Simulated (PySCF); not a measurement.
Simulated outer-valence photoelectron spectrum of `BNB(Cl)Br`. The calculation used EOM-IP-CCSD/aug-cc-pVDZ in PySCF, restricted Hartree–Fock reference, 17 core orbitals frozen, non-relativistic, gas phase, PBE0-D3(BJ)/def2-SVP geometry.

Each root has a Gaussian of 0.8 eV full width with its one-hole share as area; cross sections and vibrations are left out, and the highest printed point is 100.

ionisation energy (eV), intensity and a bar:
```
      9.6          0 
      9.7          0 
      9.8          1 
      9.9          2 #
     10.0          4 #
     10.1          8 ##
     10.2         14 ####
     10.3         23 #######
     10.4         35 ##########
     10.5         49 ###############
     10.6         64 ###################
     10.7         78 #######################
     10.8         88 ##########################
     10.9         93 ############################
     11.0         94 ############################
     11.1         91 ###########################
     11.2         86 ##########################
     11.3         82 #########################
     11.4         82 #########################
     11.5         84 #########################
     11.6         90 ###########################
     11.7         95 #############################
     11.8         99 ##############################
     11.9        100 ##############################
     12.0         98 #############################
     12.1         94 ############################
     12.2         88 ##########################
     12.3         81 ########################
     12.4         75 ######################
     12.5         67 ####################
     12.6         59 ##################
     12.7         52 ################
     12.8         46 ##############
     12.9         44 #############
     13.0         47 ##############
     13.1         56 #################
     13.2         68 ####################
     13.3         81 ########################
     13.4         91 ###########################
     13.5         96 #############################
     13.6         93 ############################
     13.7         84 #########################
     13.8         70 #####################
     13.9         54 ################
     14.0         41 ############
     14.1         31 #########
     14.2         28 ########
     14.3         29 #########
     14.4         33 ##########
     14.5         40 ############
     14.6         45 ##############
     14.7         48 ##############
     14.8         47 ##############
     14.9         42 #############
     15.0         35 ##########
     15.1         27 ########
     15.2         18 ######
     15.3         12 ###
     15.4          7 ##
     15.5          4 #
     15.6          2 #
     15.7          1 
     15.8          0 
     15.9          0
```

Problem. Where are the maxima, and how many lines lie under the curve?

Solution. 4 maxima, at 11.0, 11.9, 13.5 and 14.7 eV, from 8 lines. At this width some lines have no maximum of their own.

Problem. List the lines with their holes.

Solution. 
```csv
E (eV),leading hole (HF orbital),area,Koopmans (eV)
10.77,HOMO,0.96,11.45
11.04,HOMO-1,0.95,11.71
11.69,HOMO-2,0.95,12.66
11.97,HOMO-3,0.95,12.87
12.50,HOMO-4,0.95,13.30
13.47,HOMO-5,0.96,14.38
13.57,HOMO-6,0.94,14.56
14.73,HOMO-7,0.94,15.91
```

The widest gap, 1.16 eV, lies between 13.57 and 14.73 eV. Only orbitals with −ε under 21 eV, eight at most, were ionised, so the high end of the curve may lack lines.

Shape of the structure used: `[BH2:1][NH:2][B:3]([Cl:4])[Br:5]`: B1–N2–B3–Cl4 -179°.

One conformer stands for the species.
